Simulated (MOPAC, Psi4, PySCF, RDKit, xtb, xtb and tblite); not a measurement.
Two geometries of SMILES C#CC[SiH2]B(O)O, relaxed at GFN2-xTB with one dihedral held; other torsions can differ between them too.

Structure A

```
14

C     -1.9424    -0.1995     1.3907
C     -1.5618    -0.6322     0.3388
C     -1.0129    -1.1125    -0.9013
Si     0.3172     0.1313    -1.5595
B      1.7304     0.2565    -0.1832
O      1.5049     0.1399     1.1554
O      3.0079     0.4696    -0.5667
H     -2.3360     0.1569     2.2954
H     -0.5710    -2.0981    -0.7393
H     -1.8208    -1.2293    -1.6240
H     -0.4300     1.3758    -1.8262
H      0.7022    -0.3899    -2.8816
H      0.6002    -0.0148     1.4349
H      3.6396     0.5196     0.1552
```

Structure B

```
14

C     -1.4043    -5.1432    -2.1112
C     -1.0480    -4.0146    -1.9274
C     -0.6111    -2.6581    -1.7210
Si     1.2378    -2.4018    -2.2181
B      1.4037    -1.5786    -4.0028
O      2.5883    -1.6711    -4.6523
O      0.3413    -0.9173    -4.5230
H     -1.7226    -6.1315    -2.2580
H     -1.2480    -1.9898    -2.3043
H     -0.7506    -2.4111    -0.6674
H      1.9163    -3.6973    -2.0461
H      1.8006    -1.5516    -1.1430
H      2.6662    -1.2543    -5.5151
H      0.4373    -0.5077    -5.3867
```

Question: Which is lower in energy at the level B3LYP-D3(BJ)/def2-SVP // GFN2-xTB run with Psi4, and by how much?

Answer: A is lower, by 8.13 kcal/mol (dihedral C2–C3–Si4–B5: 60° in A, 100° in B).

E(B) − E(A) in kcal/mol at the other levels, on the same two geometries: GFN2-xTB (xtb and tblite) 2.30; B3LYP/def2-SVP // GFN2-xTB (Psi4) 7.05; PBE/def2-SVP // GFN2-xTB (Psi4) 7.84; PBE-D3(BJ)/def2-SVP // GFN2-xTB (Psi4) 8.46; UFF // GFN2-xTB (RDKit) -0.80; PM6, restricted, heats of formation // GFN2-xTB (MOPAC) 1.96; AM1, restricted, heats of formation // GFN2-xTB (MOPAC) -1.16; GFN1-xTB // GFN2-xTB (xtb) 0.84; restricted B3LYP/6-31G*, spherical d, density fitting // GFN2-xTB (PySCF) 7.78; restricted Hartree-Fock/LANL2DZ, with its core potentials past Ne // GFN2-xTB (PySCF) 6.15; restricted B3LYP/LANL2DZ, with its core potentials past Ne // GFN2-xTB (PySCF) 8.05; restricted LDA (SVWN5)/6-31G*, spherical d, density fitting // GFN2-xTB (PySCF) 10.23.
